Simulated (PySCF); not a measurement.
## CH8Si3, SMILES `C/[SiH]=[SiH]/[SiH3]` (charge 0, multiplicity 1)

These are PBE0-D3(BJ)/def2-TZVP in PySCF values and carry that method's errors.

```
Quantity                              Value
-------------  ----------------------------
HOMO                               -5.75 eV
dipole moment                        1.65 D
HOMO–LUMO gap                       4.10 eV
LUMO                               -1.65 eV
total energy                   -24788.97 eV
cost           very roughly 70 core-seconds
```

```xyz
12

C     -2.7661    -0.0812    -0.0196
Si    -0.9537    -0.0891    -0.4710
Si     0.7020     0.3311     0.8240
Si     2.8142     0.0245    -0.0612
H     -3.2466    -1.0021    -0.3602
H     -2.8895    -0.0062     1.0617
H     -3.2781     0.7604    -0.4920
H     -0.7026    -0.0883    -1.9340
H      0.4904     0.2652     2.2928
H      3.4625    -1.2203     0.4344
H      3.7137     1.1654     0.2619
H      2.6537    -0.0593    -1.5369
```
